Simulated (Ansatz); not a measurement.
Calculated with Ansatz (gas phase, PBE0-D4/def2-TZVP geometries, no zero-point term in ΔE). CCSD(T)/CBS adds triple-zeta CCSD(T) − MP2 to the extrapolated MP2 energy (def2 sets, frozen cores). DFT in def2-TZVPP. B3LYP here is the variant with VWN-RPA as its local correlation; programs differ in this. For Se outer-core shells are correlated without core-valence functions, which leaves a few kJ/mol of doubt a bond. Scalar relativity is left out up to krypton. Each species was taken in one conformer, which may not be the lowest.

Consider the ligand exchange at the Al–Se bond: `[F][AlH][SeH]` + `C[SeH]` → `C[Se][AlH][F]` + H₂Se.

**Question.** Is it downhill or uphill in electronic energy at CCSD(T)/CBS, and by how much? (Estimate.)

**Answer.** Ansatz gave: Uphill: ΔE = +5.4 kJ/mol.

**Question.** What do these levels give: PBE-QIDH, B3LYP, r2SCANh, LC-ωPBE, RPA@PBE/def2-TZVPP, HF/def2-QZVPP? (An estimate is asked.)

**Answer.** The calculation gave: PBE-QIDH 6.5, B3LYP 7.4, r2SCANh 6.3, LC-ωPBE 7.7, RPA@PBE/def2-TZVPP 6.2, HF/def2-QZVPP 10.7 kJ/mol.

**Question.** What do rigid-rotor, harmonic-oscillator terms from PBE0-D4/def2-TZVP frequencies (298.15 K, 1 bar) make of the CCSD(T)/CBS value? (Best estimate.)

**Answer.** The calculation gave: ΔZPE = -2.3 kJ/mol, ΔH = +5.3 kJ/mol, ΔS = -6 J/(mol·K), ΔG = +7.1 kJ/mol.

Largest T1 diagnostic among the species: 0.011.

In def2-TZVPP, CCSD(T) changes the Hartree–Fock value by −4.8 kJ/mol (the triples alone add −1.1 kJ/mol) and MP2 by −4.8 kJ/mol. Leaving LDA and LC-ωPBE aside and taking each functional with its dispersion term where it has one, the values, not all of them listed here, spread over 3.0 kJ/mol, from BLYP-D4 to B2PLYP.
